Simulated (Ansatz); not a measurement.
## A geometry optimisation of BFGaHSi with B3LYP-D3(BJ)/def2-SVP

The starting geometry of this gas-phase triplet was optimised with GFN2-xTB as a singlet.

```xyz
5

B     0.8396   -0.8805   -1.1122
F    -1.0041    0.6376    1.6633
Ga   -0.0958    0.6155    0.1016
Si    0.2291   -1.9914    0.2610
H     1.3469   -0.4954   -2.0894
```

Q: Predict what becomes of its bonds when it is optimised with B3LYP-D3(BJ)/def2-SVP.

A: A bond breaks, giving a structure given below by its coordinates. Contacts that open: Ga3–Si4 (2.63 → 3.13 Å).

The energy falls by 0.26 eV over 8 steps:

```tsv
step	E − E(last) (eV)
1	0.259
2	0.070
3	0.006
4	0.000
5	0.000
6	0.000
7	0.000
8	0.000
```

Final geometry (Å):

```xyz
5

B     0.8080   -0.9086   -1.0440
F    -1.0043    0.7361    1.6384
Ga   -0.1242    0.8081    0.0948
Si    0.3252   -2.2856    0.1729
H     1.3111   -0.4644   -2.0378
```

The end wasn't checked by frequencies. Open shells are spin-unrestricted. The triplet needn't be the ground state. Run with Ansatz 0.2.0, 41 s on 1 thread of Intel(R) Xeon(R) Platinum 8375C CPU @ 2.90GHz (Ice Lake), on a shared host.
